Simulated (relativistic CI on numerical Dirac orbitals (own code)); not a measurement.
## Cu3+ in a cubic cluster: L2,3 absorption with charge transfer

Computed with a charge-transfer multiplet model of a cubic metal-ligand cluster with up to 2 ligand holes, Slater and spin-orbit integrals from Dirac-Coulomb-Breit ions, Slater integrals scaled by 0.7. The ground state mixes d8 with configurations of k ligand holes L, whose averages lie at kΔ + k(k − 1)U_dd/2; a core hole lowers each added d electron by U_cd. 20 K, Lorentzian 0.4 eV and Gaussian 0.3 eV FWHM.

Atomic integrals in eV (Slater integrals scaled, ζ unscaled), ground: F2dd 9.683, F4dd 6.042, zeta_d 0.110; with the core hole: F2dd 9.683, F4dd 6.042, zeta_d 0.138, zeta_core 13.377, F2cd 6.178, G1cd 4.735, G3cd 2.694.

Cluster parameters (eV): Δ = -1, U_dd = 8.3, U_cd = 9.7, 10Dq(ligand) = 1.4, V(eg) = 1.7, V(t2g) = -0.83, final-state hopping factor = 0.8.

```tsv
Case	n_d	d8	d9L	d10L2	S
10Dq = 0.4 eV	8.66	0.38	0.58	0.04	1.00
10Dq = 1 eV	8.61	0.42	0.55	0.03	1.00
10Dq = 1.3 eV	8.59	0.44	0.53	0.03	1.00
10Dq = 1.9 eV	8.54	0.48	0.49	0.03	1.00
10Dq = 2.2 eV	8.52	0.50	0.47	0.02	1.00
```

Weights, n_d and S are thermal averages at 20 K. Photon energies count from the first peak over 30 % of the highest in each spectrum, which can be another peak from case to case. The parameters are a model scan and need not match a compound or its usual spin state. Peaks in eV (height, largest 100):
- 10Dq = 0.4 eV: 0.0 (100), 3.1 (6), 3.7 (11), 4.3 (7), 5.5 (8), 20.1 (33), 24.5 (6)
- 10Dq = 1 eV: 0.0 (100), 3.2 (11), 5.2 (7), 20.2 (35), 24.4 (7)
- 10Dq = 1.3 eV: 0.0 (100), 3.1 (13), 5.0 (8), 20.1 (36), 24.3 (8)
- 10Dq = 1.9 eV: 0.0 (100), 3.0 (16), 4.8 (9), 20.2 (37), 24.1 (7)
- 10Dq = 2.2 eV: 0.0 (100), 3.0 (16), 4.8 (9), 20.2 (37), 23.2 (5), 24.1 (8)

For the case 10Dq = 1.3 eV, Δ = -1 eV is smaller than U_dd = 8.3 eV, the charge-transfer side of the Zaanen-Sawatzky-Allen scheme (negative Δ: between configuration averages a ligand hole costs less than the nominal valence; multiplet and field energies can change this for the lowest states). With the core hole the configuration with one ligand hole lies at Δ + U_dd − U_cd = -2.4 eV from the one without, against Δ in the ground state.
